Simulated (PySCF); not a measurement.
Geometry:
| atom | x (Å) | y (Å) | z (Å) |
| --- | --- | --- | --- |
| C1 | -1.322 | -0.890 | 1.684 |
| Si2 | -0.905 | 0.407 | 0.351 |
| C3 | -2.346 | 0.475 | -0.895 |
| Si4 | 1.092 | -0.153 | -0.745 |
| C5 | 2.330 | -1.019 | 0.421 |
| P6 | 2.227 | 1.578 | -1.636 |
| H7 | -0.570 | -0.908 | 2.467 |
| H8 | -1.373 | -1.889 | 1.259 |
| H9 | -2.280 | -0.686 | 2.153 |
| H10 | -0.850 | 1.725 | 1.025 |
| H11 | -2.153 | 1.200 | -1.681 |
| H12 | -2.501 | -0.488 | -1.373 |
| H13 | -3.278 | 0.756 | -0.413 |
| H14 | 0.904 | -1.051 | -1.906 |
| H15 | 1.935 | -1.967 | 0.774 |
| H16 | 3.271 | -1.218 | -0.084 |
| H17 | 2.549 | -0.407 | 1.292 |
| H18 | 2.153 | 2.373 | -0.507 |
| H19 | 1.108 | 2.172 | -2.190 |

[PySCF: NMR shieldings at PBE0/pcSseg-1/GIAO; coordinates at the GFN2-xTB level; non-relativistic Hamiltonian; no solvent; single conformer; averaged over atoms made equivalent by symmetry, fast rotation or ring inversion]

Referencing at the same level of theory: ¹³C, ¹H, ²⁹Si vs TMS; ³¹P vs H3PO4.

```tsv
atoms	nucleus	count	Hirshfeld charge	δ (ppm)
H7/H8/H9	¹H	3	0.04	0.16
C5	¹³C	1	-0.21	-5.1
H11/H12/H13	¹H	3	0.04	0.17
H18/H19	¹H	2	-0.01	?
P6	³¹P	1	-0.03	-296.7
Si2	²⁹Si	1	0.28	-38.0
C3	¹³C	1	-0.21	-4.7
C1	¹³C	1	-0.21	?
H14	¹H	1	-0.08	4.21
H15/H16/H17	¹H	3	0.04	0.28
H10	¹H	1	-0.09	?
Si4	²⁹Si	1	0.22	?
```

Estimate the values marked ?.

## Answers


- C1: -3.9 ppm, methyl carbon bonded to Si; an electropositive neighbour leaves it electron-rich and shielded
- H10: 4.26 ppm, hydrogen on a silicon bonded to 2 C, Si
- H18/H19: 0.88 ppm, hydrogen on a phosphorus bonded to Si
- Si4: -53.6 ppm, silicon bonded to C, P, Si, H

Shifts are as computed. Against solution values, carbons near 30 ppm lie about +3 ppm off and those near 130 ppm about +5 ppm. Of 1211 compounds with measured shifts, 218 miss one by over three times the rms of a fit or turn the order of signals round; such compounds aren't used in these exercises. Experimental scales use liquid or dissolved standards, which lie at an offset from isolated H3PO4.
